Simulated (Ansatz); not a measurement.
Steps of a relaxation of C₂H₈OSeSi (`CO[SiH](C)[SeH]`) with RKS PBE0-D4/def2-TZVP.

```sh
$ ansatz run in.yaml --threads 2 --pin off --events-out ev --progress --plain --max-ram 22528MiB --backend cuda --devices 0, --max-vram 18GiB
```

```yaml
crystal:
  periodic: [false, false, false]
  atoms:
    - {symbol: C, position_ang: [0.559560, -2.112090, -0.596670]}
    - {symbol: O, position_ang: [0.352800, -0.747750, -0.807600]}
    - {symbol: Si, position_ang: [-0.543340, 0.269770, 0.066850]}
    - {symbol: C, position_ang: [0.027210, 2.000020, -0.424650]}
    - {symbol: Se, position_ang: [-0.117280, -0.175870, 2.295100]}
    - {symbol: H, position_ang: [0.704720, -2.324320, 0.467630]}
    - {symbol: H, position_ang: [1.452920, -2.408660, -1.146140]}
    - {symbol: H, position_ang: [-0.296910, -2.686790, -0.955410]}
    - {symbol: H, position_ang: [-1.978860, 0.036090, -0.114590]}
    - {symbol: H, position_ang: [-0.535280, 2.748890, 0.122530]}
    - {symbol: H, position_ang: [1.082340, 2.150740, -0.217780]}
    - {symbol: H, position_ang: [-0.135850, 2.167770, -1.483000]}
    - {symbol: H, position_ang: [-0.572030, 1.082190, 2.793720]}
basis:
  gaussian: {orbitals: def2-TZVP}
hamiltonian: {xc: pbe0, dispersion: d4}
relax: {f_tol: 0.005, max_steps: 150}
```

Positions (Å) and forces (eV/Å) along the path, 11 of 31 steps:

```xyz
13
step=1 energy=-77467.0405 eV
C     0.560   -2.112   -0.597   -0.059   -0.164    0.086
O     0.353   -0.748   -0.808    0.306   -0.061   -0.365
Si   -0.543    0.270    0.067    0.449    1.134    0.435
C     0.027    2.000   -0.425   -0.389   -0.567    0.289
Se   -0.117   -0.176    2.295    0.427   -0.944   -0.312
H     0.705   -2.324    0.468    0.073   -0.126   -0.001
H     1.453   -2.409   -1.146    0.012   -0.096    0.009
H    -0.297   -2.687   -0.955   -0.018   -0.149   -0.030
H    -1.979    0.036   -0.115   -0.380    0.025   -0.211
H    -0.535    2.749    0.123   -0.153    0.218    0.138
H     1.082    2.151   -0.218    0.177   -0.133    0.107
H    -0.136    2.168   -1.483   -0.094   -0.012   -0.321
H    -0.572    1.082    2.794   -0.350    0.874    0.176
13
step=2 energy=-77467.1050 eV
C     0.553   -2.127   -0.584   -0.035    0.017    0.007
O     0.385   -0.747   -0.779    0.250   -0.237   -0.358
Si   -0.515    0.288    0.088    0.077    0.358    0.151
C    -0.002    2.016   -0.400   -0.061   -0.287    0.212
Se   -0.044   -0.210    2.290   -0.078    0.134   -0.132
H     0.695   -2.372    0.475    0.004   -0.009    0.008
H     1.443   -2.444   -1.130    0.002   -0.013   -0.015
H    -0.309   -2.687   -0.959   -0.021   -0.013    0.004
H    -1.962    0.087   -0.170   -0.112   -0.045    0.028
H    -0.579    2.767    0.142   -0.030    0.025    0.026
H     1.055    2.158   -0.177    0.068    0.041    0.002
H    -0.160    2.166   -1.468   -0.027   -0.026   -0.067
H    -0.561    1.105    2.674   -0.036    0.054    0.134
13
step=10 energy=-77467.1604 eV
C     0.525   -2.128   -0.598   -0.017    0.029    0.014
O     0.619   -0.722   -0.678    0.043   -0.018   -0.012
Si   -0.346    0.325    0.128   -0.057    0.001    0.043
C     0.039    2.034   -0.463   -0.017    0.027   -0.022
Se    0.129    0.069    2.359    0.061   -0.039    0.081
H     0.814   -2.488    0.395   -0.009   -0.001   -0.001
H     1.203   -2.557   -1.337   -0.007    0.017    0.002
H    -0.493   -2.472   -0.812    0.012   -0.001    0.007
H    -1.778   -0.025   -0.087   -0.023    0.011    0.016
H    -0.601    2.756    0.052    0.020   -0.006   -0.012
H     1.079    2.287   -0.249    0.007    0.000   -0.011
H    -0.136    2.120   -1.538    0.004    0.004   -0.001
H    -1.053    0.804    2.830   -0.017   -0.026   -0.103
13
step=11 energy=-77467.1687 eV
C     0.519   -2.108   -0.581    0.038   -0.030   -0.050
O     0.624   -0.705   -0.662   -0.041   -0.019   -0.071
Si   -0.336    0.342    0.151    0.083   -0.067   -0.005
C     0.051    2.036   -0.482   -0.032    0.039    0.021
Se    0.173    0.099    2.375   -0.054    0.037   -0.025
H     0.821   -2.477    0.403   -0.005    0.026    0.028
H     1.182   -2.538   -1.334   -0.014   -0.009    0.011
H    -0.503   -2.447   -0.781   -0.008    0.004    0.002
H    -1.779   -0.004   -0.021    0.063    0.019    0.021
H    -0.562    2.774    0.041    0.011    0.027   -0.010
H     1.101    2.278   -0.303   -0.007   -0.008   -0.011
H    -0.153    2.109   -1.553    0.003   -0.011    0.007
H    -1.137    0.641    2.749   -0.036   -0.009    0.081
13
step=14 energy=-77467.1852 eV
C     0.493   -2.086   -0.560    0.032   -0.005   -0.030
O     0.568   -0.685   -0.705   -0.012   -0.053    0.008
Si   -0.323    0.384    0.157    0.053    0.061   -0.038
C     0.081    2.058   -0.528    0.012   -0.014    0.015
Se    0.219    0.212    2.383   -0.023    0.012   -0.005
H     0.800   -2.403    0.441   -0.004    0.027    0.021
H     1.164   -2.537   -1.293   -0.015    0.004    0.011
H    -0.523   -2.452   -0.746   -0.011    0.000   -0.001
H    -1.776    0.071    0.065   -0.005   -0.006    0.003
H    -0.561    2.811   -0.066    0.000    0.028   -0.012
H     1.120    2.325   -0.320   -0.016   -0.027    0.004
H    -0.070    2.077   -1.611   -0.024   -0.003    0.030
H    -1.192    0.226    2.785    0.013   -0.025   -0.006
13
step=17 energy=-77467.1916 eV
C     0.487   -2.076   -0.536   -0.016   -0.001    0.045
O     0.547   -0.680   -0.725   -0.007    0.021   -0.015
Si   -0.324    0.405    0.140   -0.050   -0.045    0.043
C     0.091    2.073   -0.540    0.000    0.043   -0.020
Se    0.217    0.249    2.370   -0.225   -0.017    0.042
H     0.794   -2.350    0.479   -0.004   -0.004   -0.029
H     1.163   -2.545   -1.253    0.008    0.002    0.006
H    -0.526   -2.458   -0.710    0.010    0.006    0.001
H    -1.781    0.101    0.058    0.027    0.001    0.009
H    -0.515    2.844   -0.057    0.021   -0.031    0.000
H     1.143    2.308   -0.368   -0.004    0.005   -0.017
H    -0.102    2.098   -1.615    0.019    0.011    0.001
H    -1.192    0.033    2.758    0.221    0.010   -0.067
13
step=21 energy=-77467.2062 eV rejected
C     0.454   -2.052   -0.480   -0.014   -0.013   -0.009
O     0.470   -0.669   -0.747    0.027    0.021    0.023
Si   -0.357    0.449    0.122   -0.007   -0.035   -0.041
C     0.111    2.102   -0.568   -0.001    0.006    0.011
Se    0.168    0.368    2.351    0.089    0.067   -0.028
H     0.742   -2.259    0.557    0.001    0.003    0.004
H     1.169   -2.537   -1.146   -0.003    0.005   -0.003
H    -0.539   -2.480   -0.662    0.004    0.004    0.007
H    -1.815    0.168    0.046   -0.028    0.009    0.003
H    -0.475    2.892   -0.095   -0.001    0.002   -0.003
H     1.169    2.305   -0.394    0.014    0.005   -0.006
H    -0.069    2.125   -1.646    0.003   -0.003    0.003
H    -1.028   -0.413    2.661   -0.084   -0.071    0.038
13
step=24 energy=-77467.1996 eV rejected
C     0.439   -2.038   -0.458   -0.006   -0.025   -0.292
O     0.483   -0.655   -0.730    0.146   -0.132    0.131
Si   -0.365    0.457    0.125    0.099    0.071   -0.177
C     0.115    2.113   -0.571   -0.022   -0.069    0.063
Se    0.144    0.407    2.358   -0.040    0.020   -0.021
H     0.738   -2.271    0.568   -0.015    0.100    0.062
H     1.136   -2.534   -1.139   -0.066    0.006    0.038
H    -0.568   -2.438   -0.639    0.058   -0.025    0.051
H    -1.807    0.124   -0.017   -0.069    0.095    0.102
H    -0.485    2.905   -0.117    0.055    0.010   -0.015
H     1.175    2.321   -0.393   -0.108   -0.021    0.044
H    -0.048    2.124   -1.652   -0.029   -0.019    0.010
H    -0.957   -0.514    2.664   -0.003   -0.011    0.002
13
step=25 energy=-77467.2085 eV
C     0.447   -2.047   -0.468    0.004    0.001    0.003
O     0.487   -0.664   -0.731    0.002    0.000    0.000
Si   -0.362    0.454    0.114   -0.008    0.004   -0.003
C     0.112    2.108   -0.571    0.000   -0.002    0.003
Se    0.136    0.412    2.351    0.002    0.000    0.002
H     0.748   -2.262    0.563    0.000   -0.001   -0.002
H     1.141   -2.545   -1.146    0.000    0.003   -0.002
H    -0.557   -2.455   -0.635   -0.005   -0.001    0.006
H    -1.818    0.164    0.013    0.003    0.001   -0.002
H    -0.481    2.899   -0.110    0.000   -0.001   -0.001
H     1.169    2.313   -0.384    0.001    0.002    0.000
H    -0.052    2.127   -1.651    0.001   -0.001   -0.001
H    -0.970   -0.503    2.656    0.000   -0.003   -0.003
13
step=29 energy=-77467.2089 eV
C     0.447   -2.044   -0.457    0.002    0.000    0.002
O     0.487   -0.663   -0.730    0.000    0.010    0.000
Si   -0.366    0.458    0.108   -0.007   -0.007   -0.008
C     0.116    2.112   -0.571    0.002   -0.003   -0.001
Se    0.111    0.417    2.348    0.003    0.001    0.010
H     0.802   -2.256    0.557   -0.001   -0.002    0.001
H     1.098   -2.552   -1.170   -0.001    0.000   -0.001
H    -0.568   -2.445   -0.566   -0.001    0.000    0.001
H    -1.822    0.168   -0.009    0.001    0.001    0.000
H    -0.486    2.904   -0.121   -0.001   -0.002    0.001
H     1.169    2.319   -0.368    0.000    0.001    0.000
H    -0.031    2.129   -1.653    0.001    0.002   -0.002
H    -0.958   -0.547    2.634    0.000    0.000   -0.001
13
step=31 energy=-77467.2090 eV
C     0.447   -2.043   -0.456   -0.001   -0.003    0.001
O     0.487   -0.663   -0.730    0.001    0.001    0.000
Si   -0.368    0.459    0.106    0.001   -0.001    0.000
C     0.117    2.112   -0.571    0.000    0.000   -0.001
Se    0.106    0.420    2.348    0.001    0.001    0.000
H     0.814   -2.255    0.555   -0.001    0.000   -0.002
H     1.089   -2.553   -1.176   -0.002    0.001    0.002
H    -0.570   -2.442   -0.552    0.002    0.001    0.000
H    -1.822    0.168   -0.013    0.000    0.000    0.000
H    -0.488    2.903   -0.124    0.000    0.000    0.000
H     1.169    2.321   -0.363    0.000    0.000    0.000
H    -0.025    2.129   -1.654    0.000    0.000    0.001
H    -0.955   -0.554    2.630   -0.001   -0.001    0.001
```

Run time 47 s (2 threads of an AMD EPYC 7R13 on a shared host and a share of an NVIDIA H100 80 GB); peak host memory 0.92 GiB.
